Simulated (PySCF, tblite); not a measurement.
Isomers of C9H9P, one GFN2-xTB conformer each. Single-point energies are computed at PBE0/pcSseg-1 (PySCF, gas phase, no added dispersion term), electronic only.

| SMILES | GFN2-xTB relative energy (kJ/mol) |
| --- | --- |
| Cc1cc2ccccc2[pH]1 | 0.0 |
| Cp1ccc2ccccc21 | 14.5 |
| C#Cc1ccc(CC)cp1 | 185.2 |
| C#Cc1pcc(C)cc1C | 167.9 |

Conformers: `[CH:1]#[C:2][c:3]1[cH:4][cH:5][c:6]([CH2:7][CH3:8])[cH:9][p:10]1` with C5–C6–C7–C8 -91°.

Question: What does PBE0/pcSseg-1 give for the same structures?

Answer: 
```tsv
SMILES	PBE0/pcSseg-1 E (Eh)	PBE0/pcSseg-1 (kJ/mol)	GFN2-xTB (kJ/mol)	point group
Cp1ccc2ccccc21	-689.11669	0.0	14.5	C1
Cc1cc2ccccc2[pH]1	-689.11515	4.0	0.0	–
C#Cc1pcc(C)cc1C	-689.04697	183.1	167.9	–
C#Cc1ccc(CC)cp1	-689.04252	194.7	185.2	C1
```

GFN2-xTB puts Cc1cc2ccccc2[pH]1 lowest instead; measured from each level's own lowest isomer, the values differ by up to 15.2 kJ/mol (C#Cc1pcc(C)cc1C: 167.9 against 183.1). Neighbours under 10 kJ/mol apart (Cp1ccc2ccccc21 and Cc1cc2ccccc2[pH]1) can change places with a better method, another conformer or zero-point energy.

Question: Which frontier levels, dipoles and rotational constants go with these structures?

Answer: 
```csv
SMILES,"HOMO (eV, PBE0/pcSseg-1)",LUMO (eV),dipole (D),"A, B, C (MHz)"
Cp1ccc2ccccc21,-6.49,-1.20,1.22,"2284, 1016, 773.2"
Cc1cc2ccccc2[pH]1,-6.38,-1.02,0.99,"2772, 872.4, 669.7"
C#Cc1pcc(C)cc1C,-6.68,-1.74,2.38,"2083, 904.3, 635.5"
C#Cc1ccc(CC)cp1,-6.76,-1.80,2.37,"2971, 659.7, 569.8"
```

Question: What happens when harmonic zero-point energies from GFN2-xTB frequencies are added?

Answer: 
```csv
SMILES,ZPE (kJ/mol),electronic (kJ/mol),with ZPE (kJ/mol)
Cp1ccc2ccccc21,386.0,0.0,0.0
Cc1cc2ccccc2[pH]1,382.9,4.0,0.9
C#Cc1pcc(C)cc1C,380.2,183.1,177.2
C#Cc1ccc(CC)cp1,383.5,194.7,192.2
```

The zero-point energies span 5.8 kJ/mol. The order is unchanged.

Question: As an exercise, what shares would exp(−E/RT) give at 2000 K from these electronic energies alone (no entropy, no degeneracies)?

Answer: RT = 16.629 kJ/mol: Cp1ccc2ccccc21 56.0 %, Cc1cc2ccccc2[pH]1 44.0 %, C#Cc1pcc(C)cc1C under 0.1 %, C#Cc1ccc(CC)cp1 under 0.1 %.
